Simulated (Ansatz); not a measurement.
Geometry optimisation, RKS PBE/def2-SVP in Ansatz 0.2.0.

The input (input.yaml):

```yaml
crystal:
  periodic: [false, false, false]
  atoms:
    - { symbol: F, position_ang: [-0.7187, -1.91319, 1.02235] }
    - { symbol: B, position_ang: [0.15657, -1.02714, 0.5575] }
    - { symbol: B, position_ang: [1.03877, -0.26054, -0.38434] }
    - { symbol: Al, position_ang: [-0.63493, 0.85032, -0.26344] }
    - { symbol: H, position_ang: [1.10006, -1.50688, 1.05608] }
    - { symbol: H, position_ang: [-1.83081, 1.95281, -0.37627] }
basis:
  gaussian: { orbitals: def2-SVP }
hamiltonian:
  xc: pbe
relax:
  f_tol: 0.02
  max_steps: 50
output:
  orbitals: {}
```

Run as:

```bash
$ ansatz run input.yaml --threads 1 --pin off --max-ram 2048MiB --backend cpu --events-out ev --progress --plain --runs-dir out
```

**Question.** Where does it end, and by what steps?

**Answer.** The forces met the threshold. After 31 steps the energy has fallen by 2.694 eV; H5 moved furthest, 1.69 Å. Parted: B2–H5 (1.17 → 2.61 Å). Joined: B3–H5 (1.91 → 1.21 Å).

```
step  energy less start (eV)  largest force component (eV/Å)  accepted
   0                  0.0000                           4.309       yes
   2                 -1.8555                           1.223       yes
   4                 -2.3892                           0.539       yes
   6                 -2.3985                           0.972        no
   8                 -2.4436                           0.138       yes
  10                 -2.4621                           0.783       yes
  12                 -2.5525                           0.668       yes
  14                 -2.6251                           1.028       yes
  16                 -2.6642                           0.214       yes
  18                 -2.6765                           0.426       yes
  20                 -2.6860                           0.096       yes
  22                 -2.6854                           0.473        no
  24                 -2.6934                           0.065       yes
  26                 -2.6648                           0.978        no
  28                 -2.6939                           0.080       yes
  30                 -2.6941                           0.032       yes
  31                 -2.6942                           0.016       yes
```

```xyz
6
Properties=species:S:1:pos:R:3
F -1.252 -2.351 0.717
B -0.224 -1.556 0.586
B 0.837 -0.480 0.361
Al -0.535 0.863 -0.061
H 2.021 -0.245 0.413
H -1.736 1.865 -0.404
```

Whether the end is a true minimum wasn't checked by a vibrational analysis.

The run took 120 s on 1 thread of Intel(R) Xeon(R) Processor @ 2.50GHz (Skylake/Cascade Lake), on a shared host, peak memory 0.14 GiB.
